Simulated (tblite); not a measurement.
Run record: tight-binding relaxation, `C=C1[SiH2][C@@H]1C1CCC1`.

Computed with GFN2-xTB geometry optimisation, gas phase (tblite 0.8.0). Start geometry: from a force field or distance geometry. A driver script takes a list of jobs; this job's settings line and coordinates (Å) are shown.

Command:
```bash
OMP_NUM_THREADS=1 python probes_run.py task.json out
```

Input:
```
{"job": {"kind": "relax", "xc": "GFN2-xTB", "basis": "xTB"}, "charge": 0, "multiplicity": 1}
C      2.483800    -1.212900    -0.230100
C      1.781700    -0.063400    -0.427000
Si     1.987400     1.774400    -0.368300
C      0.537800     0.683400    -0.762500
C     -0.575400     0.441800     0.218400
C     -0.879700    -1.058200     0.188000
C     -2.294500    -0.674500     0.453400
C     -1.980200     0.607800    -0.324100
H      2.024800    -2.187000    -0.346900
H      3.518300    -1.197100     0.055700
H      2.831300     2.260000    -1.454200
H      2.044100     2.362000     0.962500
H      0.223300     0.507800    -1.803300
H     -0.432900     0.753400     1.258000
H     -0.330800    -1.626000     0.936700
H     -0.782800    -1.415100    -0.859300
H     -2.550000    -0.516000     1.526400
H     -2.994200    -1.333100    -0.096300
H     -2.541300     1.494300     0.062100
H     -2.075900     0.409200    -1.402000
```

Output:
```
step      E/eV     max force
  0    -617.54987    3.230
  1    -617.79287    3.169
  2    -617.94381    0.959
  3    -618.07654    1.076
  4    -618.14821    0.770
  5    -618.18846    0.459
  6    -618.23112    0.535
  7    -618.26506    0.589
  8    -618.29039    0.376
  9    -618.31126    0.313
... (89 lines left out)
 99    -618.51758    0.022
100    -618.51765    0.019
101    -618.51770    0.017
102    -618.51776    0.016
103    -618.51783    0.024
104    -618.51790    0.018
105    -618.51796    0.018
106    -618.51801    0.014
107    -618.51805    0.011
108    -618.51807    0.009
```

«max force» is the largest atomic force in eV/Å.

Question: From which step on does the largest force stay under 0.1 eV/Å, and how much energy is left to gain from there?

Answer: From step 44 (0.098 eV/Å), 29.3 meV above the end.

Main results: energy lowered by 22.3 kcal/mol over 108 steps; largest atomic force 0.009 eV/Å at the end.

Hardware: an Arm Neoverse V1 with one thread, no GPU, shared host. Cost: 0.86 s wall.
Labels such as C1 count atoms from 1, the log's own numbers from 0.
